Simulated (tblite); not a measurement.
C5H13AlClN.
SMILES with atom numbers: `[CH3:1][CH2:2][C@@H:3]1[CH2:4][C@@H:5]1[Al@H-:6]([NH3+:7])[Cl:8]` (hydrogens: H9, H10, H11 on C1; H12, H13 on C2; H14 on C3; H15, H16 on C4; H17 on C5; H18 on Al6; H19, H20, H21 on N7)

Computed with GFN2-xTB (tblite), gas phase: L-BFGS steps from a force-field or distance-geometry start until the largest atomic force falls under 0.01 eV/Å.

Geometry at step 3:
```
atom  x, y, z in Å
C1     -2.3098    1.5118    0.4583
C2     -0.9162    0.9165    0.2514
C3     -0.8919   -0.1030   -0.8711
C4     -1.0470   -1.5293   -0.5141
C5      0.2993   -1.0187   -1.0124
Al6     1.7558   -1.2644    0.3091
N7      2.6549    0.6362    0.4426
Cl8     3.2253   -2.5446   -0.2727
H9     -3.0162    0.7253    0.6877
H10    -2.6299    2.0198   -0.4419
H11    -2.3034    2.2239    1.2755
H12    -0.2118    1.7294    0.0454
H13    -0.6066    0.4505    1.1908
H14    -1.3600    0.2090   -1.8001
H15    -1.6188   -2.1484   -1.1796
H16    -1.1294   -1.7570    0.5334
H17     0.4742   -1.3410   -2.0419
H18     1.2335   -1.4786    1.7580
H19     3.6412    0.5013    0.6134
H20     2.2359    1.1567    1.1998
H21     2.5120    1.1217   -0.4352
```

Q: Give the atomic forces at this geometry.

A: 
```
atom  Fx (eV/Å)  Fy (eV/Å)  Fz (eV/Å)
  C1      0.251     -0.095     -0.081
  C2     -0.064      0.152     -0.037
  C3      0.152      0.241      0.106
  C4      0.147     -0.020     -0.131
  C5      0.035      0.003      0.053
 Al6     -0.496     -0.168      0.127
  N7     -0.227     -0.551     -0.072
 Cl8      0.244      0.036     -0.009
  H9     -0.136     -0.110      0.018
 H10     -0.127      0.096     -0.143
 H11     -0.009      0.085      0.094
 H12      0.003      0.040     -0.103
 H13      0.142     -0.191     -0.139
 H14     -0.060      0.205      0.112
 H15     -0.187     -0.269      0.036
 H16     -0.096     -0.180      0.156
 H17     -0.015      0.120     -0.123
 H18      0.160      0.136      0.044
 H19      0.260      0.135      0.041
 H20     -0.035      0.189      0.135
 H21      0.059      0.145     -0.085
```

The largest, 0.60 eV/Å, acts on N7; the rms over all components is 0.160 eV/Å. The forces sum to zero within rounding, as they must for an isolated molecule in no field.

Q: Give the force on N7 in Eh/bohr and in nN.

A: 0.600 eV/Å ÷ 51.422 = 0.01167 Eh/bohr, and 0.600 eV/Å × 1.602 = 0.96 nN.

Q: How far is this geometry from the end of the optimisation?

A: 0.124 eV above it, and 0.322 Å rms away after alignment. The bonds farthest from their final lengths, with half the difference of the two atoms' forces along the bond (positive lengthens):

```csv
bond,now (Å),final (Å),force along bond (eV/Å)
Al6–Cl8,2.034,2.049,+0.22
C5–Al6,1.982,1.991,-0.16
C3–C4,1.478,1.487,+0.10
C4–H16,1.075,1.083,+0.17
Al6–N7,2.107,2.099,-0.12
N7–H19,1.010,1.017,+0.20
```

The angle farthest from its final value is N7–Al6–Cl8, 106.1° against 98.1°.

What follows is the cost of the whole relaxation. The run took 1.1 s of wall time on one thread, Arm Neoverse V1 (aarch64), no GPU, shared host with 32 logical CPUs at a one-minute load of 4.5.
